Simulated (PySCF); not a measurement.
# What a mistake does to a calculation on FH4NOSi

All numbers below are calculated, not measured. They come from PySCF 2.14.0, an open-source quantum chemistry program, on an isolated molecule that a program drew, which may never have been made. The molecule is FH4NOSi (charge 0, singlet), drawn as the SMILES string `N[SiH](O)F`.

Each row is a Hartree-Fock (HF) and frozen-core CCSD(T) single point in the cc-pV(D+d)Z basis, meant for a local HF minimum. Run 1 is clean. Each other run has one planted mistake out of seven kinds, and not every kind appears here: one electron removed, one electron added, multiplicity raised by two, geometry at a saddle point, minimal basis STO-3G, one bond length entered in bohr, all coordinates scaled. The reference is restricted for singlets and unrestricted otherwise, and also for a bond in bohr. Adding or removing an electron swaps singlet and doublet. Electrons count all cores. HOMO and LUMO are orbital energies over both spins, the gradient is its largest component, and the lowest frequency (negative if imaginary) is given only where the gradient is small. Bond lengths are over the 7 bonds as drawn. T1 is the CCSD diagnostic: over 0.02 (restricted) or 0.045 (unrestricted) a single reference is doubtful.

Geometry of the clean run:
```xyz
8
FH4NOSi, angstrom
N    -0.3998    0.7120   -2.3213
Si    1.2004    0.2671   -1.9643
O     1.6734   -0.9917   -2.8820
F     2.0611    1.5896   -2.2857
H    -0.7068    1.6471   -2.1300
H    -1.1496    0.0569   -2.2067
H     1.5162   -0.1163   -0.5884
H     1.5119   -0.9542   -3.8136
```

| run | electrons | basis functions | <S^2> | HOMO (eV) | LUMO (eV) | gradient (hartree/bohr) | lowest frequency (cm^-1) | mean bond (Å) | longest bond (Å) | T1 | HF (hartree) | CCSD(T) (hartree) | mistake |
|---|---|---|---|---|---|---|---|---|---|---|---|---|---|
| 1 | 42 | 85 | 0.000 | -11.52 | 4.72 | 8.9e-06 | 190 | 1.3359 | 1.699 | 0.0111 | -520.17775 | -520.85799 | no fault |
| 2 | 42 | 28 | 0.000 | -8.76 | 13.10 | 4.0e-02 | - | 1.3359 | 1.699 | 0.0094 | -513.59688 | -513.75502 | minimal basis STO-3G |
| 3 | 42 | 85 | 0.000 | -11.32 | 4.09 | 6.3e-02 | - | 1.4334 | 1.823 | 0.0131 | -520.13641 | -520.83256 | all coordinates scaled |
| 4 | 42 | 85 | 0.942 | -8.65 | 2.56 | 1.7e-02 | - | 1.5428 | 3.076 | 0.0302 | -520.01560 | -520.66205 | one bond length entered in bohr |
| 5 | 42 | 85 | 2.008 | -2.92 | -0.43 | 7.9e-02 | - | 1.3359 | 1.699 | 0.0177 | -519.92996 | -520.58988 | multiplicity raised by two |
| 6 | 41 | 85 | 0.759 | -19.71 | -7.42 | 1.4e-01 | - | 1.3359 | 1.699 | 0.0186 | -519.83632 | -520.48196 | ? |

**Which mistake was planted in run 6, and what did it cost?**

It counts 41 electrons, one fewer than the clean run, at the same geometry and basis. So the mistake is: one electron removed. Subtracting run 1 and multiplying by 627.51 kcal/mol a hartree, the energy moved by 214.3 kcal/mol in HF and 236.0 kcal/mol in CCSD(T).

